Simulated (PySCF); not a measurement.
A side-by-side comparison of computed properties.

First species: C7H11ClO.
SMILES: `CC(C)(C)/C=C/C(=O)Cl`

Second species: C5H11NOSi2.
Bonds: N1–C2 (triple), C2–Si3, Si3–C4, C4–C5, C5–O6 (double), C5–C7, C7–C8, C8–Si9. Hydrogens: H10, H11 on Si3; H12, H13 on C4; H14, H15 on C7; H16, H17 on C8; H18, H19, H20 on Si9.

Levels: PBE0/pcSseg-1 for dipole moment, HOMO energy, LUMO energy and HOMO–LUMO gap; GFN2-xTB for rotational constant A and rotational constant C. Geometries: GFN2-xTB. All species are isolated and taken at one optimised geometry, non-relativistic unless stated. Electronic properties by PySCF.

Dipoles, sizes and rotational constants follow the conformer. The torsions of the flexible species, by atom-mapped SMILES:
- `[CH3:1][C:2]([CH3:3])([CH3:4])/[CH:5]=[CH:6]/[C:7](=[O:8])[Cl:9]`: C1–C2–C5–C6 -121°, C5–C6–C7–O8 0°
- `[N:1]#[C:2][SiH2:3][CH2:4][C:5](=[O:6])[CH2:7][CH2:8][SiH3:9]`: C2–Si3–C4–C5 -178°, Si3–C4–C5–O6 -3°, C4–C5–C7–C8 -158°, C5–C7–C8–Si9 -46°

(1) Which of the two has the higher rotational constant C, and by how much?

(2) Which has the higher HOMO energy?

(3) Which has the higher dipole moment?

(4) Which of the two has the higher LUMO energy, and by how much?

(5) Which of the two has the higher HOMO–LUMO gap, and by how much?

(6) Which has the higher rotational constant A?

Results:

(1) The first: 0.547 GHz against 0.412 GHz, a difference of 0.135 GHz.

(2) The second: -8.18 eV against -8.34 eV, a difference of 0.16 eV.

(3) The first: 4.50 D against 4.00 D, a difference of 0.50 D.

(4) The second: -1.47 eV against -2.01 eV, a difference of 0.54 eV.

(5) The second: 6.71 eV against 6.33 eV, a difference of 0.38 eV.

(6) The second: 3.734 GHz against 2.866 GHz, a difference of 0.868 GHz.

On the first: The dipole matches unit charges of opposite sign 0.94 Å apart (1 e·Å = 4.8032 D). A dipole of 4.50 D is allowed in Cs, and pure rotational transitions are dipole-allowed.

On the second: A dipole of 4.00 D is allowed in C1, and pure rotational transitions are dipole-allowed. In atomic units the dipole is 1.57 e·bohr (1 au = 2.5417 D).
